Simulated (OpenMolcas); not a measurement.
# Mn2+: effect of the active space

| Property | Result |
| --- | --- |
| Program | OpenMolcas 26.06 |
| Method | SS-CASPT2 or its RAS form, IPEA 0.25 Eh, imaginary shift 0.1 Eh |
| Basis | ANO-R2 |
| Scalar Hamiltonian | X2C, finite nucleus |
| Spin-orbit coupling | state interaction with AMFI integrals over the reference wave functions, term energies averaged over their components |

A. 5 electrons in 5 orbitals (3d); 2S+1 = 6 even, 1 root; 2S+1 = 4 even, 24 roots; 2S+1 = 2 even, 75 roots; closed shells correlated: 3s 3p; CASPT2 step of the order of 13 core-seconds
B. 5 electrons in 6 orbitals (3d 4s); 2S+1 = 6 even, 6 roots; 2S+1 = 4 even, 59 roots kept (CI in the orbitals of an earlier block); 2S+1 = 2 even, 101 roots kept (CI in the orbitals of an earlier block); closed shells correlated: 3s 3p; CASPT2 step of the order of 70 core-seconds
C. 11 electrons in 8 orbitals (RAS1 3p, at most 2 holes; RAS2 3d); 2S+1 = 6 even, 1 root; 2S+1 = 4 even, 24 roots; 2S+1 = 2 even, 58 roots; closed shells correlated: 3s; CASPT2 step roughly 70 core-seconds
D. 5 electrons in 10 orbitals (3d 4d); 2S+1 = 6 even, 1 root; 2S+1 = 4 even, 24 roots; 2S+1 = 2 even, 58 roots; closed shells correlated: 3s 3p; CASPT2 step of the order of 24 core-minutes

Energies in cm⁻¹ above 3d⁵ ⁶S_5/2, the measured ground level; measured values from Corliss and Sugar, J. Phys. Chem. Ref. Data 6, 1253 (1977).

```json
{"Level": "3d⁵ ⁶S_5/2", "A": "0.0", "B": "0.0", "C": "0.0", "D": "0.0", "Measured": "0.0"}
{"Level": "3d⁵ ⁴G_5/2", "A": "27820", "B": "27290", "C": "27820", "D": "28220", "Measured": ""}
{"Level": "3d⁵ ⁴G_7/2", "A": "27830", "B": "27310", "C": "27840", "D": "28240", "Measured": ""}
{"Level": "3d⁵ ⁴G_11/2", "A": "27840", "B": "27310", "C": "27850", "D": "28280", "Measured": ""}
{"Level": "3d⁵ ⁴G_9/2", "A": "27840", "B": "27320", "C": "27850", "D": "28270", "Measured": ""}
{"Level": "3d⁵ ⁴P_5/2", "A": "30510", "B": "29720", "C": "30580", "D": "30980", "Measured": "29168"}
{"Level": "3d⁵ ⁴P_3/2", "A": "30550", "B": "29770", "C": "30620", "D": "31010", "Measured": ""}
{"Level": "3d⁵ ⁴P_1/2", "A": "30590", "B": "29830", "C": "30660", "D": "31050", "Measured": ""}
{"Level": "3d⁵ ⁴D_7/2", "A": "33440", "B": "32470", "C": "33710", "D": "33870", "Measured": "32307"}
{"Level": "3d⁵ ⁴D_1/2", "A": "33490", "B": "32530", "C": "33750", "D": "33880", "Measured": "32369"}
{"Level": "3d⁵ ⁴D_3/2", "A": "33520", "B": "32570", "C": "33780", "D": "33920", "Measured": ""}
{"Level": "3d⁵ ⁴D_5/2", "A": "33530", "B": "32580", "C": "33790", "D": "33940", "Measured": "32384"}
{"Level": "3d⁵ ²I_11/2", "A": "40720", "B": "40260", "C": "40570", "D": "41310", "Measured": "39174"}
{"Level": "3d⁵ ²I_13/2", "A": "40760", "B": "40310", "C": "40610", "D": "41370", "Measured": "39176"}
{"Level": "3d⁵ ²D_5/2(1) [74 %]", "A": "43090", "B": "41990", "C": "43310", "D": "43780", "Measured": "41238"}
{"Level": "3d⁵ ²D_3/2(1)", "A": "43410", "B": "42350", "C": "43690", "D": "44090", "Measured": "41570"}
{"Level": "3d⁵ ²F_7/2(1)", "A": "44640", "B": "43600", "C": "44730", "D": "45340", "Measured": "42606"}
{"Level": "3d⁵ ⁴F_9/2", "A": "45600", "B": "44030", "C": "45560", "D": "45770", "Measured": "43573"}
{"Level": "3d⁵ ⁴F_7/2", "A": "45620", "B": "44060", "C": "45570", "D": "45770", "Measured": "43602"}
{"Level": "3d⁵ ⁴F_3/2", "A": "45710", "B": "44190", "C": "45670", "D": "45830", "Measured": "43675"}
{"Level": "3d⁵ ²H_9/2", "A": "48770", "B": "47630", "C": "48530", "D": "49200", "Measured": "46516"}
{"Level": "3d⁵ ²H_11/2", "A": "48970", "B": "47910", "C": "48700", "D": "49420", "Measured": "46671"}
{"Level": "3d⁵ ²F_5/2(2)", "A": "52950", "B": "51350", "C": "53280", "D": "53440", "Measured": ""}
{"Level": "3d⁵ ²F_7/2(2)", "A": "52960", "B": "51380", "C": "53290", "D": "53470", "Measured": "51060"}
```

Deviations, from unrounded energies. A percentage is the sum of absolute deviations over the sum of measured energies, with the sign that they share, or ± where signs differ.

```
                        Against measurement  Levels     A     B     C     D
             mean absolute deviation (cm-1)      15  1700   660  1800  2200
other terms of the ground configuration (%)      15  +4.3  +1.6  +4.5  +5.4
```

B lies closest to measurement on these levels and D furthest from it. The largest miss of B in the table is 3d⁵ ²H_11/2, by +1200 cm-1. The ranking rests on the paired levels alone, and a cruder setting can come out closer through cancelling errors.

The spin-orbit steps hold different terms of 3d⁵ (B lacks a ²D, a ²G, ²P; C lacks a ²D, a ²G, ²P; D lacks a ²D, a ²G, ²P), which shifts levels as well.

Among A to D the level of the table that moves most is 3d⁵ ²F_5/2(2), by 2100 cm-1 (lowest in B, highest in D). Moves below CASPT2's spread within the term are not significant.

CASPT2 breaks the degeneracy within a term, and the mean is taken; among the terms shown or strongly mixed into the levels shown the widest spread is 320 cm-1 (3d⁵ ⁴F, A). Over all roots computed the reference weight is 0.88 to 0.95 in B; the roots of lowest weight are the least certain, and an intruder state may touch them. Terms from blocks run as CI alone lack orbitals of their own (holds for B). Active for correlation alone: 3p; no level in the range computed is led by a configuration that opens it, so any true level of that kind is missing (holds for C). Active for correlation alone: 4d; no level in the range computed is led by a configuration that fills it, so any true level of that kind is missing (holds for D). Computed and measured levels are paired by configuration, term and J; levels that our copy of the source lacks, or whose pairing is in doubt (as where it misses far off the trend of its configuration), stay unpaired and out of the deviations. Levels of configurations outside the active space are missing. Levels that lie high or do not pair safely by name in every column are left out.

A share in square brackets marks a mixed level and gives the weight of the term that names it, the lowest over the columns. A number in round brackets counts repeated terms of one configuration in the order of the reference energies.
